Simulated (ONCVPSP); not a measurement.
Configuration tests for molybdenum (ONCV)

* Element: Mo
* Generator: ONCVPSP 4.0.1
* Type: optimised norm-conserving Vanderbilt (ONCV)
* Functional: PBE
* Relativity: scalar-relativistic
* Frozen core: [Ar] 3d10
* Valence charge: 14
* Reference configuration: 4s2 4p6 4d4 5s2
* Partial waves: 4s+5s: rc 1.50 bohr, ncon 3, nbas 6, qcut 7.8 1/bohr, 2 projectors; 4p: rc 1.35 bohr, ncon 4, nbas 8, qcut 5.6 1/bohr, 1 projector; 4d: rc 2.20 bohr, ncon 4, nbas 9, qcut 6 1/bohr, 2 projectors, debl 3.2 Ha
* Local potential: polynomial inside 1.15 bohr (lpopt 3, dvloc0 3 Ha)
* Core correction: none

Energies are relative to the spin-unpolarised reference configuration 4s2 4p6 4d4 5s2; without spin polarisation the order of configurations can differ from experiment.

Task: Give the all-electron excitation energy and the error of the potential for: 4s2 4p6 4d5 5s1; 4s2 4p6 4d5 5s0; 4s2 4p6 4d4 5s0; 4s1 4p6 4d5 5s1.

Result:

```json
{"valence configuration": "4s2 4p6 4d5 5s1", "charge": "0", "ΔE all-electron (eV)": "-0.198", "error AE − PS (meV)": "+2.9"}
{"valence configuration": "4s2 4p6 4d5 5s0", "charge": "+1", "ΔE all-electron (eV)": "6.692", "error AE − PS (meV)": "+6.5"}
{"valence configuration": "4s2 4p6 4d4 5s0", "charge": "+2", "ΔE all-electron (eV)": "22.154", "error AE − PS (meV)": "-4.0"}
{"valence configuration": "4s1 4p6 4d5 5s1", "charge": "+1", "ΔE all-electron (eV)": "70.002", "error AE − PS (meV)": "-144"}
```

Levels in the configuration 4s2 4p6 4d5 5s1:

```csv
level,all-electron (eV),pseudo (eV)
4s,-64.347,-64.379
4p,-38.486,-38.503
4d,-3.753,-3.756
5s,-4.087,-4.083
```
